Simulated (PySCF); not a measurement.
## A survey of $^{19}$F NMR shifts

All values are calculated (PySCF): shieldings: GIAO PBE0/pcSseg-1, GFN2-xTB structure. In vacuum, non-relativistic, averaged over atoms made equivalent by symmetry, fast rotation or ring inversion, one conformer.

Shieldings were converted by a linear fit to measured shifts: $^{19}$F: δ = 146.13 − 0.903σ +14.6 on sp3 carbon (rms 6.0 ppm, 223 shifts, 7.0 ppm with the 5 outliers that the fit left out vs CFCl3, solution or neat liquid). A few per cent of atoms miss by over 2 rms, more outside the fitted compound classes.

**Question.** Give the $^{19}$F shifts of `F[C@H]1C=C(CC(F)(F)F)C1`, `C=CC/C(=C/F)C(F)(F)F`, `C[C@@H]1[C@@H](F)CC[Si@H](C)[C@H]1F`, `CC1=C(C(Cl)Cl)[C@@H]2C=C(F)[C@H]12`, `C[C@@H]1[C@H](F)C[P@@]1(C)=S`, `C[C@@H]1[C@H](F)C[P@@]1(C)=S`, `C[C@@H]1[C@@H](F)CC[Si@@H](C)[C@H]1F`.

**Answer.** 
```
                                                                     compound                            environment  δ (ppm)
          [F:1][C@H:2]1[CH:3]=[C:4]([CH2:5][C:6]([F:7])([F:8])[F:9])[CH2:10]1   F7/8/9: fluorine of a CF3 group (×3)    -66.1
          [F:1][C@H:2]1[CH:3]=[C:4]([CH2:5][C:6]([F:7])([F:8])[F:9])[CH2:10]1          F1: fluorine on an sp3 carbon   -177.3
          [CH2:1]=[CH:2][CH2:3]/[C:4](=[CH:5]/[F:6])[C:7]([F:8])([F:9])[F:10]  F8/9/10: fluorine of a CF3 group (×3)    -66.9
          [CH2:1]=[CH:2][CH2:3]/[C:4](=[CH:5]/[F:6])[C:7]([F:8])([F:9])[F:10]                   F6: vinylic fluorine   -117.4
 [CH3:1][C@@H:2]1[C@@H:3]([F:4])[CH2:5][CH2:6][Si@H:7]([CH3:8])[C@H:9]1[F:10]          F4: fluorine on an sp3 carbon   -181.3
 [CH3:1][C@@H:2]1[C@@H:3]([F:4])[CH2:5][CH2:6][Si@H:7]([CH3:8])[C@H:9]1[F:10]         F10: fluorine on an sp3 carbon   -226.8
                                           CC1=C(C(Cl)Cl)[C@@H]2C=C(F)[C@H]12                       vinylic fluorine    -89.3
                                                 C[C@@H]1[C@H](F)C[P@@]1(C)=S              fluorine on an sp3 carbon   -194.3
                                                 C[C@@H]1[C@H](F)C[P@@]1(C)=S              fluorine on an sp3 carbon   -194.3
[CH3:1][C@@H:2]1[C@@H:3]([F:4])[CH2:5][CH2:6][Si@@H:7]([CH3:8])[C@H:9]1[F:10]          F4: fluorine on an sp3 carbon   -180.5
[CH3:1][C@@H:2]1[C@@H:3]([F:4])[CH2:5][CH2:6][Si@@H:7]([CH3:8])[C@H:9]1[F:10]         F10: fluorine on an sp3 carbon   -228.1
```
